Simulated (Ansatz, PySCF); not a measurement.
Caution: the restricted solution is unstable towards spin-unrestricted or complex orbitals, so a lower solution exists and this singlet may not be the ground state. This singlet lies 0.29 eV below the relaxed triplet at the level frozen-core CCSD(T)/cc-pVTZ // PBE0-D3(BJ)/def2-TZVP (Ansatz, a program for electronic structure); other levels give the other order.

```xyz
5

F      2.2760     0.0010    -0.6938
Si     1.6929    -0.2420     0.8072
Al    -0.7871     0.0240     0.1119
H     -1.6626    -1.2280    -0.3595
H     -1.5193     1.4450     0.1343
```

Charge 0, multiplicity 1.

### Question
Give the Mulliken and meta-Löwdin atomic charges from PBE0-D3(BJ)/def2-TZVP in PySCF 2.14.0.

### Answer

```tsv
atom	Mulliken (e)	meta-Löwdin (e)
F1	-0.29	-0.48
Si2	0.18	0.46
Al3	0.32	0.28
H4	-0.10	-0.13
H5	-0.10	-0.13
```
